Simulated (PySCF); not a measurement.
C4H8OSi, SMILES C[SiH]1CC(=O)C1.

Coordinates come from a r2SCAN-D4/def2-SVP optimisation. This is a generated structure with no PubChem entry under its InChIKey; it may be hypothetical.

Two levels are set side by side: PBE/def2-TZVP (PySCF) and PBE0/def2-TZVP (PySCF). Same geometry, gas phase. Differences are taken from unrounded values.

```csv
quantity,PBE
orbital gap (eV),3.84
highest occupied level (eV),-5.47
lowest empty level (eV),-1.63
dipole moment (D),3.90
mean polarisability (bohr³),77.2
```

**Question.** These are the PBE values. What does PBE0 give? (Estimate from the structure and the level; the computed values follow.)

**Answer.** 
| quantity | PBE0 | PBE minus PBE0 |
|---|---|---|
| orbital gap (eV) | 6.40 | -2.56 |
| highest occupied level (eV) | -6.95 | 1.48 |
| lowest empty level (eV) | -0.55 | -1.08 |
| dipole moment (D) | 4.09 | -0.20 |
| mean polarisability (bohr³) | 74.1 | 3.0 |

PBE's occupied levels lie high since its potential decays too fast outside the molecule; exact exchange lowers them and widens the gap. Loosely held outer electrons make PBE densities more polarisable. Differences between two approximate levels are no errors against the true value.

Rough cost on one machine, each run with all the roots and properties that it gave: PBE0 against PBE within a factor of 2.
